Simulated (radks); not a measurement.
Problem. Coherent X-ray form factor from a spherical all-electron density. All-electron calculation, scalar-relativistic Kohn-Sham, Slater X-alpha with alpha = 0.776, spin-polarised, spherical densities, point nucleus. Program: a radial shooting solver on a logarithmic mesh with Libxc functionals.

sin(theta)/lambda (1/angstrom),f0 (electrons)
0.05,68.802
0.1,66.030
0.15,62.771
0.2,59.372
0.25,55.905
0.3,52.467
0.4,46.082
0.5,40.627
0.6,36.038
0.8,28.791
1,23.542
1.25,19.209
1.5,16.526
2,13.023

The species is in the configuration that NIST lists as its ground one. Which atom or ion scatters so?

Solution. Neutral ytterbium, [Xe] 4f14 6s2. Extrapolating in s^2 from the first two rows gives f0(0) = 69.7, near the electron count 70; among species with that count, the fall with angle is slower the higher Z, and the table is that of Z = 70; from so few rows the species is fixed only to a neighbour or two.
